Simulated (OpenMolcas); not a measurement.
A calculation on Fe2+.

| Property | Result |
| --- | --- |
| Program | OpenMolcas |
| Method | MS-RASPT2, IPEA 0.25 Eh, imaginary shift 0.1 Eh (closed shells correlated: 3s) |
| Basis | ANO-RCC-VTZP [6s5p3d2f1g] |
| Scalar Hamiltonian | DKH2, point nucleus |
| Active space | 12 electrons in 8 orbitals (RAS1 3p, at most 2 holes; RAS2 3d) |
| State averaging | 2S+1 = 5 even, 5 roots; 2S+1 = 3 even, 45 roots; 2S+1 = 1 even, 44 roots |
| Spin-orbit coupling | state interaction with AMFI integrals over the reference wave functions, term energies averaged over their components |

(1) Which level of the active space comes out lowest?

(2) How high does 3d6 5D2 lie?

(3) How high does 3d6 3P1(1) lie?

(4) How high does 3d6 3F3(1) lie?

(5) The level at 21760 cm-1 has J = 4. What is it made of, and what is its g factor?

Measured values: Corliss and Sugar, J. Phys. Chem. Ref. Data 11, 135 (1982).

Answers

(1) 3d6 5D4, with 100 % of that term; it is also the measured ground level.

(2) 750 cm-1 above the lowest level; measured 739 cm-1 above the ground level, so the calculation is off by +2 %.

(3) 21060 cm-1 above the lowest level; measured 20688 cm-1 above the ground level, so the calculation is off by +2 %.

(4) 21990 cm-1 above the lowest level; measured 21700 cm-1 above the ground level, so the calculation is off by +1 %.

(5) 96 % 3d6 3F4(1), 2 % 3d6 3G; g = 1.240, against 1.251 from Landé's formula for the pure leading term.

Term energies are means over components that CASPT2 splits; among the terms shown or strongly mixed into the levels shown the widest spread is 61 cm-1 (3d6 3F(1)). Active for correlation alone: 3p; no level in the range computed is led by a configuration that opens it, so any true level of that kind is missing. Measured partners are found by configuration, term and J. A level has none where our copy of the source lacks it or the pairing is in doubt (some pairs that miss far off the trend of their configuration count as doubtful), and it then counts in no deviation. Only configurations of the active space appear.

A number in round brackets counts repeated terms of one configuration in the order of the reference energies.
